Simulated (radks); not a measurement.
Results of a calculation; reference values are marked as such.
Question: Se XXIII, configuration [Ne] 3s1 5f1 (not the ground configuration). Level of theory: Dirac Kohn-Sham, PBE, spin-unpolarised, spherical densities, finite nucleus; open shells fill j = l - 1/2 first; Fermi nuclear charge, rms radius 4.14 fm (a radial shooting solver on a logarithmic mesh with Libxc functionals). Some entries of the table are withheld. Estimate them.

orbital  occ.  eigenvalue (eV)  <r^2> (bohr^2)  <r> (bohr)
1s1/2       2        -13530.46        0.002613     0.04406
2s1/2       2        -2580.947         0.04350      0.1923
2p1/2       2        -2427.156             (1)         (2)
2p3/2       4        -2383.819             (3)         (4)
3s1/2       1        -991.3226          0.2567      0.4752
5f5/2       1              (5)           2.048         (6)
5f7/2       0              (7)           2.050         (8)

Answer: 
(1) 2p1/2 <r^2> (bohr^2): 0.03329
(2) 2p1/2 <r> (bohr): 0.1651
(3) 2p3/2 <r^2> (bohr^2): 0.03462
(4) 2p3/2 <r> (bohr): 0.1687
(5) 5f5/2 eigenvalue (eV): -285.6755
(6) 5f5/2 <r> (bohr): 1.344
(7) 5f7/2 eigenvalue (eV): -285.5139
(8) 5f7/2 <r> (bohr): 1.345
